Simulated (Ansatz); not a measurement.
(3R,4R)-3,4-difluorocyclobutene (C₄H₄F₂), SMILES [C@H]1(C=C[C@H]1F)F.

Geometry: PBE-D3(BJ)/def2-SVP.

Two levels are set side by side: PBE/def2-SVPD (Ansatz, a quantum-chemistry and plane-wave program) and PBE0/def2-SVPD (Ansatz). Energy differences of separate SCF runs at the same geometry; the states with an electron removed or added have multiplicity 2 and 2. Differences are taken from unrounded values.

| quantity | PBE0 |
|---|---|
| vertical ionisation energy (eV) | 10.73 |
| vertical singlet–triplet gap (eV) | 4.15 |

Problem. What does PBE give, and how far is it from PBE0? (An estimate is asked for; the answer gives what the named calculation found.)

Solution. 
```json
[
 {"quantity": "vertical ionisation energy (eV)", "PBE": "10.62", "PBE minus PBE0": "-0.11"},
 {"quantity": "vertical singlet–triplet gap (eV)", "PBE": "4.31", "PBE minus PBE0": "0.16"}
]
```
